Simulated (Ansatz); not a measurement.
`[F][AlH][PH2]` + `N=C=O` → `O=C=[N][AlH][F]` + PH₃ at 600 K and 1 bar (cleavage of the Al–P bond).

Isolated molecules relaxed with PBE0-D4/def2-TZVP in Ansatz; ΔE leaves out vibrations. CCSD(T)/CBS adds triple-zeta CCSD(T) − MP2 to the extrapolated MP2 energy (def2 sets, frozen cores). This one scheme is used for every species. One conformer a species, not always the lowest.

```json
{"species": "`[F][AlH][PH2]`", "CCSD(T)/CBS energy (Eh)": "-684.62569", "H − E (kJ/mol)": "113.3", "S (J/(mol·K))": "368.3"}
{"species": "`N=C=O`", "CCSD(T)/CBS energy (Eh)": "-168.51995", "H − E (kJ/mol)": "83.3", "S (J/(mol·K))": "274.5"}
{"species": "`O=C=[N][AlH][F]`", "CCSD(T)/CBS energy (Eh)": "-510.46086", "H − E (kJ/mol)": "107.3", "S (J/(mol·K))": "394.2"}
{"species": "PH₃", "CCSD(T)/CBS energy (Eh)": "-342.72256", "H − E (kJ/mol)": "86.3", "S (J/(mol·K))": "240.2"}
```

H − E and S are ideal-gas, rigid-rotor, harmonic terms from PBE0-D4/def2-TZVP, for one conformer and one mirror image of each species. 1 Eh = 2625.50 kJ/mol, R = 8.31446 J/(mol·K).

**Question.** By hand: ΔE, ΔH, ΔS and ΔG.

**Answer.** ΔE = (-510.46086) + (-342.72256) − (-684.62569) − (-168.51995) = -0.03778 Eh = -99.2 kJ/mol. Δ(H − E) = 107.3 + 86.3 − 113.3 − 83.3 = -3.0, so ΔH = -102.2 kJ/mol. ΔS = 394.2 + 240.2 − 368.3 − 274.5 = -8.4 J/(mol·K). ΔG = -102.2 − 600 × (-8.4)/1000 = -97.2 kJ/mol.

**Question.** By hand: the equilibrium constant, and the temperature at which ΔG would vanish if ΔH and ΔS stayed fixed.

**Answer.** log₁₀ K = −ΔG/(RT ln 10) = 8.5. ΔG = 0 at ΔH/ΔS = 12167 K, far beyond where these terms or the molecules hold.

The number of gas molecules stays the same, so ΔS is small and ΔH decides. A doubt of 5 kJ/mol in ΔE shifts log₁₀ K by 0.4 here. Other conformers and mirror images would add mixing entropy, several J/(mol·K) or more a flexible species. Modes under 60 cm⁻¹, often nearly free rotors, make the harmonic entropy too high. These are equilibria of isolated gas molecules and say nothing of rates. Largest T1 diagnostic: 0.018 (customary marks: 0.02 for closed shells, 0.045 for open ones).
